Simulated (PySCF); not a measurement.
## Atomic charges by several schemes

C3H11BF2P2.
Cartesian coordinates in Å at the PBE0-D3(BJ)/def2-SVP level; atoms count from 1:
```xyz
19
C3H11BF2P2 angstrom
C     -1.1983    1.6408    0.0767
B     -0.5161    0.1643    0.0335
C     -0.8564   -0.6933   -1.3065
C     -0.6602   -0.6822    1.4166
P      1.3749    0.5341   -0.0912
F      1.9206    1.4295    1.1107
F      1.7733    1.4558   -1.3312
P      2.9640   -0.9883   -0.2016
H     -0.8973    2.2551    0.9408
H     -2.2873    1.4802    0.1658
H     -1.0391    2.2371   -0.8364
H     -0.6461   -0.1651   -2.2515
H     -1.9431   -0.8870   -1.2915
H     -0.3679   -1.6820   -1.3528
H     -0.1668   -1.6695    1.4047
H     -0.3260   -0.1441    2.3193
H     -1.7378   -0.8803    1.5529
H      2.3448   -1.7158    0.8614
H      2.2306   -1.6858   -1.2109
```

Density: PBE0/pcSseg-1 (PySCF); schemes: Mulliken, IAO, Hirshfeld and ESP-fitted. Geometry: PBE0-D3(BJ)/def2-SVP, one conformer, isolated molecule.

Task: Atoms with like bonding are taken together and averaged. For which atoms does the sign change between the 4 schemes (beyond +0.03 e in one, beyond −0.03 e in another)?

Result: B2 and P8.

Task: Do the Mulliken, IAO, Hirshfeld and ESP-fitted schemes agree on where the charge is lowest?

Result: All schemes agree: Mulliken C1/C3/C4 (-0.436); IAO C1/C3/C4 (-0.537); Hirshfeld C1/C3/C4 (-0.198); ESP-fitted C1/C3/C4 (-0.551).

Task: What partial charge does each atom carry?

Result: In e; atoms taken as equivalent share a row and are averaged (×n: the atom named and its like, n in all):

```tsv
atom	environment	Mulliken	IAO	Hirshfeld	ESP-fitted
C1/C3/C4	sp3 carbon bound to boron	-0.436	-0.537	-0.198	-0.551
B2	four-coordinate boron	-0.131	-0.130	+0.002	+0.467
P5	phosphorus bonded to B, 2 F and P	+0.958	+1.436	+0.482	+0.699
F6/F7	phosphorus-bound fluorine	-0.351	-0.465	-0.116	-0.204
P8	three-coordinate phosphorus	-0.031	+0.015	+0.078	-0.222
H9 (×9)	methyl hydrogen	+0.116	+0.132	+0.026	+0.094
H18/H19	P–H hydrogen	+0.087	+0.017	+0.014	+0.136
```

Mean size of the charges over all atoms: IAO 0.281 e, ESP-fitted 0.240 e, Mulliken 0.229 e, Hirshfeld 0.087 e. Each set sums to the total charge, 0, to within 0.001 e. The Mulliken scheme counts on each atom the diagonal of the density matrix times the overlap matrix over that atom's basis functions. The ESP scheme fits charges at the nuclei, held to the total charge, to the electrostatic potential on points at 1.4 to 2.0 times the van der Waals radii.

Some averages cover members that differ in this geometry: C1/C3/C4, ESP-fitted -0.611 to -0.514; H9 (×9), ESP-fitted +0.038 to +0.130; H9 (×9), IAO +0.116 to +0.148; H9 (×9), Mulliken +0.102 to +0.130 e.

Task: How many electrons does the ESP-fitted scheme count on C3?

Result: Its own charge is -0.514 e, so Z − q = 6.514.

Task: Sum the charges by element, for elements with more than one atom.

Result: 
```tsv
element	atoms	Mulliken	IAO	Hirshfeld	ESP-fitted
C	3	-1.307	-1.611	-0.594	-1.652
P	2	+0.926	+1.451	+0.560	+0.477
F	2	-0.702	-0.929	-0.232	-0.409
H	11	+1.214	+1.220	+0.263	+1.116
```

Task: How closely do the schemes follow one another over all atoms?

Result: Correlation coefficient and root-mean-square difference: Mulliken with IAO 0.99, 0.126 e; IAO with Hirshfeld 0.98, 0.292 e; Mulliken with Hirshfeld 0.97, 0.180 e; Mulliken with ESP-fitted 0.85, 0.173 e; Hirshfeld with ESP-fitted 0.84, 0.208 e; IAO with ESP-fitted 0.83, 0.245 e.
